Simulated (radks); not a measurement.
Ag38+, configuration [He] 2s2 2p5 (the NIST ground configuration).

Calculated with a radial shooting solver on a logarithmic mesh with Libxc functionals: scalar-relativistic Kohn-Sham, PBEsol, spin-polarised, spherical densities, finite nucleus; open shells are filled with parallel spins first (spin-orbit coupling, left out, can overturn this in heavy ions); Fermi nuclear charge, rms radius 4.5454 fm.

Energy parts (eV):
| part | energy |
|---|---|
| total | -106635.026 |
| kinetic | 111834.347 |
| electron-nucleus | -227297.850 |
| Hartree | 10738.977 |
| exchange-correlation | -1910.499 |

Orbitals (lengths in bohr, moments of r in powers of bohr; <r^-3> diverges for s and p1/2; r(90%) holds 90 % of the orbital's charge):
| orbital | occ. | eigenvalue (eV) | <r^-3> | r(90%) |
|---|---|---|---|---|
| 1s up | 1 | -27882.41 | - | 0.0558 |
| 1s down | 1 | -27873.25 | - | 0.0557 |
| 2s up | 1 | -6066.648 | - | 0.202 |
| 2s down | 1 | -6052.920 | - | 0.202 |
| 2p up | 3 | -5727.286 | 4018 | 0.184 |
| 2p down | 2 | -5710.621 | 4010 | 0.184 |
| 3s up | 0 | -2505.703 | - | 0.451 |
| 3s down | 0 | -2502.168 | - | 0.452 |
| 3p up | 0 | -2400.955 | 1082 | 0.442 |
| 3p down | 0 | -2396.864 | 1080 | 0.443 |

The highest occupied level is 2p down at -5710.6 eV. Spin moment in Bohr magnetons: 1. Summed over all electrons, <r^2> = 0.1216 bohr^2, which gives a Langevin (diamagnetic) susceptibility term of -0.0963 x 10^-6 cm^3/mol. The density falls to 0.001 e/bohr^3 at r = 0.48 bohr. The spin density at the nucleus is -11.38 e/bohr^3 (1s -33.04, 2s 21.66).
